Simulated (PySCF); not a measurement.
# Which determinant of BeZn lies lowest?

Unrestricted PBE0; PySCF, spin-free X2C with a Gaussian nucleus, basis sets Be x2c-SVPall, Zn x2c-SVPall. Outer shells of the fragments: Be 2s2; Zn 3d10 4s2.

Followed along the bond (rough minima from three points):

```json
{"2Ms+1": "1", "unpaired": "none", "⟨S²⟩ at the start": "0.00", "R at minimum (Å)": "2.91", "Te (eV)": "0.00"}
{"2Ms+1": "3", "unpaired": "σ ↑, π ↑", "⟨S²⟩ at the start": "2.01", "R at minimum (Å)": "2.22", "Te (eV)": "1.32"}
{"2Ms+1": "3", "unpaired": "σ ↑↑", "⟨S²⟩ at the start": "2.00", "R at minimum (Å)": "2.38", "Te (eV)": "1.42"}
{"2Ms+1": "1", "unpaired": "σ ↑, π ↓", "⟨S²⟩ at the start": "1.02", "R at minimum (Å)": "2.19", "Te (eV)": "1.83"}
```

Solutions found at the starting distance of 2.150 Å, counted from the lowest of them; the search is not exhaustive and high or unbound solutions are not listed, so other states can lie among these:

```json
{"2Ms+1": "1", "unpaired": "none", "term": "¹Σ⁺", "E (eV)": "0.00", "⟨S²⟩": "0.00", "⟨Lz²⟩": "0.00", "μ (D)": "0.85"}
{"2Ms+1": "3", "unpaired": "σ ↑, π ↑", "term": "³Π", "E (eV)": "0.82", "⟨S²⟩": "2.01", "⟨Lz²⟩": "1.00", "μ (D)": "1.80"}
{"2Ms+1": "3", "unpaired": "σ ↑↑", "term": "³Σ⁺", "E (eV)": "1.05", "⟨S²⟩": "2.00", "⟨Lz²⟩": "0.00", "μ (D)": "-0.32"}
{"2Ms+1": "1", "unpaired": "σ ↑, π ↓", "term": "mixed", "E (eV)": "1.32", "⟨S²⟩": "1.02", "⟨Lz²⟩": "1.00", "μ (D)": "1.90"}
{"2Ms+1": "3", "unpaired": "π ↑↑", "term": "³Σ⁻", "E (eV)": "2.84", "⟨S²⟩": "2.08", "⟨Lz²⟩": "0.00", "μ (D)": "2.17"}
{"2Ms+1": "1", "unpaired": "π ↑↓", "term": "mixed", "E (eV)": "3.15", "⟨S²⟩": "1.00", "⟨Lz²⟩": "2.00", "μ (D)": "2.08"}
{"2Ms+1": "1", "unpaired": "none", "term": "mixed", "E (eV)": "3.76", "⟨S²⟩": "0.00", "⟨Lz²⟩": "2.00", "μ (D)": "1.97"}
{"2Ms+1": "3", "unpaired": "σ ↑↑, π ↑↓", "term": "mixed", "E (eV)": "5.98", "⟨S²⟩": "3.00", "⟨Lz²⟩": "2.00", "μ (D)": "2.00"}
```

A term symbol is given only where ⟨S²⟩ and ⟨Lz²⟩ are close to those of a pure state; real π, δ and φ orbitals otherwise mix terms. A positive dipole means Be(−)Zn(+).

Question: Compare the gap between the two lowest followed solutions at the starting distance with the gap between their minima.

Answer: At PBE0 the second solution (triplet, unpaired electrons σ ↑, π ↑) lies +0.82 eV from the first (singlet, closed shell) at 2.150 Å and +1.32 eV at the minima; the two curves relax by different amounts, since their minima lie near 2.22 and 2.91 Å.

Counting both spins, an empty level lies below a filled one in some of these solutions, because spin and occupation are held.
